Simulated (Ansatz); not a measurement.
Input file for Ansatz (a program for electronic structure): R-r2SCAN/def2-TZVPPD on H2O3S (SMILES O=[SH](=O)O). The basis file is the Basis Set Exchange's JSON of that set.

Ansatz 0.2 input:
```yaml
crystal:
  periodic: [false, false, false]
  atoms:
    - {symbol: O, position_ang: [-1.31678595, -0.61374287, -0.91305186]}
    - {symbol: S, position_ang: [-0.42845160, 0.04619263, -0.02044811]}
    - {symbol: O, position_ang: [-0.29131482, 1.46871213, 0.04146380]}
    - {symbol: O, position_ang: [1.02301290, -0.58980307, -0.23357212]}
    - {symbol: H, position_ang: [-0.67899603, -0.41043177, 1.22563143]}
    - {symbol: H, position_ang: [1.69253549, 0.09907295, -0.10012314]}
basis:
  gaussian:
    orbitals: def2-TZVPPD.json
hamiltonian:
  xc: {name: r2SCAN}
scf: {lower_state_search: off}
```

It printed:

```
WARN ansatz: RAYON_NUM_THREADS=4 ignored (pool sized by the plan → 4); use --threads N
Functional definition: r2SCAN
these checks for a lower state are left out or cut short: stability, starts, cluster_reference, orbital_swaps, neighbouring_geometries, increment
integrals: 0.12 GiB planned
988 factors; their error is unknown
mean field: 0.93 GiB planned
mean field evaluation 1: about -16997.4709 eV, gradient 8.5e1 eV
mean field evaluation 2: about -16957.8917 eV, gradient 1.7e2 eV
mean field evaluation 4: about -17007.8378 eV, gradient 1.4e1 eV
mean field evaluation 8: about -17008.1621 eV, gradient 1.0e-1 eV
mean field evaluation 16: about -17008.1460 eV, gradient 2.9e-4 eV
mean field -17008.14600043 eV, -625.0378369803 hartree, gradient 1.4e-6 eV, S^2 0.000000; 0 other end points of the search recorded, 0 dependent functions left out
reference -17008.14601918 eV, -625.0378376694 hartree; 21, 21 occupied and 184, 184 virtual orbitals, 988 factors
Total energy: -17008.14601918 eV, -625.0378376694 hartree
Checks for a lower state left out: stability, starts, cluster_reference, orbital_swaps, neighbouring_geometries, increment
```

The run converged.

Cost: roughly 4 core-seconds.
